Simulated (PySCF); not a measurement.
H$_{7}$AlN$_{2}$O$_{2}$Si, singlet, geometry from GFN2-xTB (such geometries of metal compounds can be far from the true shape). Base run: M062X/6-31G in PySCF.

The PySCF input:
```python
from pyscf import gto, scf, dft, solvent

mol = gto.M(
    atom='''
Si   -1.56561033    0.80641517    0.49700027
N    -3.02023076   -0.10702253    0.68440068
N    -0.44806655   -0.31528300   -0.20277548
Al    1.34356357   -0.30627535   -0.37128491
O     1.98854975   -1.55626276   -1.22770896
O     2.29596467    0.86596722    0.29889949
H    -0.95165826    1.32487746    1.73067867
H    -1.94620286    1.91484669   -0.38950041
H    -3.84761384    0.38430978    0.97874440
H    -2.96727391   -0.99298111    1.16222289
H    -0.89536916   -1.04241146   -0.74228019
H     2.67483254   -2.07835074   -1.61527694
H     2.38746955    1.65997965    0.80321088
''',
    basis='6-31g',
    verbose=4,
)

mf = dft.RKS(mol)
mf.xc = 'm062x'
mf.kernel()
```

Base: dipole (D) 1.25; HOMO-LUMO gap (eV) 9.06.

A changed run: ΔE vs base (kcal/mol) -15.16; dipole (D) 1.51; HOMO-LUMO gap (eV) 9.19.

Problem. Which change was made?
(A) model = IEF-PCM; solvent = dichloromethane; vdw_scale = 1.1
(B) model = SS(V)PE; solvent = dichloromethane
(C) model = IEF-PCM; solvent = dichloromethane; lebedev_order = 11
(D) model = IEF-PCM; solvent = methanol
(E) model = IEF-PCM; solvent = dichloromethane; vdw_scale = 1.0

Solution. A, model = IEF-PCM; solvent = dichloromethane; vdw_scale = 1.1

The base is the gas phase, so ΔE is the electrostatic part of solvation at a fixed geometry, without cavity and dispersion terms.
